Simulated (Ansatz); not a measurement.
Compare A (`S=[C]1[CH2][GeH2]1`) with its isomer B (`C1=[CH][GeH2][S]1`).

Isolated molecules relaxed with PBE0-D4/def2-TZVP in Ansatz; ΔE leaves out vibrations. CCSD(T)/CBS adds triple-zeta CCSD(T) − MP2 to the extrapolated MP2 energy (def2 sets, frozen cores). Functionals use def2-TZVPP. B3LYP here is the variant with VWN-RPA as its local correlation; programs differ in this. For Ge outer-core shells are correlated without core-valence functions, which leaves a few kJ/mol of doubt a bond. Scalar relativity is left out up to krypton.

Which isomer does CCSD(T)/CBS put lower? Give the gap. (Best estimate.)

Computed: B, by 39.8 kcal/mol.

Give E(B) − E(A) in kcal/mol with CCSD(T)/def2-SVP, HF/def2-TZVPP, PBE0-D4, CCSD/def2-TZVPP, LDA (SPW92), B3LYP, PBE-D4. (Estimate.)

Computed: CCSD(T)/def2-SVP -37.9, HF/def2-TZVPP -47.1, PBE0-D4 -39.7, CCSD/def2-TZVPP -41.4, LDA (SPW92) -35.9, B3LYP -37.3, PBE-D4 -35.8. None reverses the order clearly.

Does the order hold for the free energy at 298.15 K (harmonic terms from PBE0-D4)? (Best estimate.)

Computed: Yes: G(B) − G(A) = -38.0 kcal/mol.

Largest T1 diagnostic: 0.016.

From r2SCAN to r2SCAN0 (25 % exact exchange), in def2-TZVPP and without D4, E(B) − E(A) moves by −2.9 kcal/mol. In def2-TZVPP, CCSD(T) changes the Hartree–Fock value by +7.1 kcal/mol (the triples alone add +1.4 kcal/mol) and MP2 by +7.3 kcal/mol.
